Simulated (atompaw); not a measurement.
**copper: PAW (atompaw) pseudisation with PBEsol, scalar-relativistic reference atom.**

```json
{
  "Element": "Cu",
  "Generator": "atompaw 4.2.0.5",
  "Type": "PAW",
  "Functional": "PBEsol",
  "Relativity": "scalar-relativistic",
  "Frozen core": "[Ar]",
  "Valence charge": "11",
  "Reference configuration": "3d9 4s2 4p0",
  "Partial waves": "4s (bound): rc 2.45 bohr; 4s channel at 4.35 Ry: rc 2.15 bohr; 4p (bound, empty): rc 2.45 bohr; 4p channel at 0.5 Ry: rc 2.45 bohr; 3d (bound): rc 1.00 bohr; 3d channel at 0.3 Ry: rc 1.00 bohr",
  "Local potential": "troulliermartins scheme with l = 3 at 1 Ry, radius 2.25 bohr",
  "Core correction": "smooth core density matched at 1.65 bohr",
  "Augmentation charge": "besselshape compensation charge, radius 2.40 bohr; PAW radius 2.45 bohr; waves and projectors: custom rrkj gramschmidtortho"
}
```

Calculated quality:

```
Cutoffs needed                                           : 140 Ry and 230 Ry (the cutoffs (Ry, on a coarse ladder) from which the occupation-weighted sum of valence levels, in a spherical-Bessel basis at the reference potential, stays within 10 and 1 mRy of its value at 400 Ry)
Ghost test                                               : no extra level below or beside the all-electron valence levels (s, p, d, f tested) (spherical-Bessel basis up to 400 Ry, 20 bohr box)
Lowest eigenvalue of the overlap operator                : 0.64 (p channel)
Overlap eigenvalues printed by atompaw (projector basis) : 0.298, 0.585, 1.27, 4.38, 5.22, 10.6
Share of each valence orbital outside the PAW sphere     : 4s 53 %, 4p 83 %, 3d 2 %
```

Generation and tests took about 7.4 s on one core of a shared server CPU.
